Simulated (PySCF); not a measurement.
## How methods differ on the ionisation energy of Cd

Cd [Kr] 4d10 5s2 → Cd+ [Kr] 4d10 5s1 [5s1/2^1, M_J = 1/2], as a difference of total energies. Calculation: PySCF 2.14, in x2c-QZVPPall-2c (13s12p9d4f2g, 140 functions); the two-component X2C-1e Hamiltonian. Correlated levels: [Ar] 3d10 frozen; the 34 highest virtual spinors dropped. "Screened" scales the spin-orbit matrix elements by Boettger's factors to mimic the two-electron term; Breit and QED terms are absent.

| method | ionisation energy (eV) | error (eV) |
| --- | --- | --- |
| GHF (spin-free) | 7.332 | -1.662 |
| GMP2 (spin-free) | 8.991 | -0.003 |
| GHF (screened spin-orbit) | 7.333 | -1.661 |
| GMP2 (screened spin-orbit) | 8.994 | 0.000 |

Reference: 8.994 eV (measured; NIST Atomic Spectra Database, ionization energies).
